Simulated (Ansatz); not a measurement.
Cost and result up the ladder for `Sc1cc2sc(-c3cc4sc(-c5cc6sc(-c7cc8sc(S)cc8s7)cc6s5)cc4s3)cc2s1` (44 atoms). The state is a singlet with charge 0. Geometry: PBE-D4/def2-SVP.

```xyz
44

S    11.561    6.082   -1.751
C    10.053    5.227   -1.446
C     8.901    5.766   -0.887
C     7.832    4.831   -0.903
S     6.179    4.845   -0.359
C     5.956    3.162   -0.853
C     4.683    2.509   -0.663
C     4.220    1.345   -1.280
C     2.924    0.997   -0.832
S     1.803   -0.287   -1.191
C     0.612    0.379   -0.063
C    -0.650   -0.291    0.114
C    -1.104   -1.461   -0.501
C    -2.404   -1.810   -0.069
S    -3.514   -3.102   -0.429
C    -4.712   -2.445    0.697
C    -5.971   -3.124    0.872
C    -6.375   -4.351    0.342
C    -7.688   -4.693    0.750
S    -8.760   -6.035    0.466
C   -10.031   -5.273    1.430
S   -11.548   -6.107    1.751
C    -9.630   -4.057    1.969
C    -8.302   -3.734    1.584
S    -7.233   -2.388    1.869
C    -4.260   -1.275    1.311
C    -2.961   -0.922    0.876
S    -1.851    0.371    1.234
C     1.075    1.544    0.553
C     2.377    1.886    0.118
S     3.502    3.164    0.480
C     7.111    2.628   -1.426
C     8.163    3.577   -1.461
S     9.816    3.569   -2.011
H    12.350    5.371   -0.890
H     8.861    6.786   -0.483
H     4.797    0.800   -2.037
H    -0.505   -2.025   -1.228
H    -5.730   -4.967   -0.298
H   -12.069   -6.029    0.488
H   -10.287   -3.444    2.598
H    -4.855   -0.719    2.048
H     0.482    2.109    1.285
H     7.181    1.592   -1.777
```

Ansatz on 2 threads of AMD EPYC 7R13 on a shared host and a share (18 GiB) of an NVIDIA H100 80GB HBM3. Times are rough, and most runs start from the orbitals of an earlier one. No level here is sound enough to serve as a yardstick. Binding counts from free atoms at the same level (S triplet, C triplet, H doublet; other spins of the atoms weren't run), without zero-point energy or a counterpoise term.

B3LYP takes the VWN-RPA correlation. Correlated methods freeze 74 core orbitals. The rows differ in basis, and correlated rows in double-zeta sets carry the largest basis error. Single mean-field runs in def2-SVP, def2-TZVP are fitted with def2-universal-jkfit.

Run but left out: HF/6-31G (restricted singlet, unstable in another Hartree–Fock run and untested here).

Correlated methods converge slowly with the basis, most of all in double-zeta sets.

| level | functions | wall time | binding energy per atom (eV) | remarks |
| --- | --- | --- | --- | --- |
| PBE-D4/def2-SVP (with forces) | 566 | 9.5 s | 5.48 | – |
| PBE-D4/def2-TZVP | 1174 | 9.5 s | 5.42 | – |
| PBE0-D4/def2-SVP (with forces) | 566 | 10 s | 5.31 | – |
| LDA (SPW92)/def2-SVP | 566 | 11 s | 6.18 | – |
| r2SCANh-D4/def2-SVP | 566 | 11 s | 5.19 | – |
| B3LYP-D4/6-31G | 366 | 11 s | 4.77 | – |
| r2SCAN-D4/def2-SVP | 566 | 12 s | 5.24 | – |
| PBE0-D4/def2-TZVP | 1174 | 13 s | 5.25 | – |
| MP2/def2-SVP | 566 | 26 s | 5.05 | restricted SCF unstable |
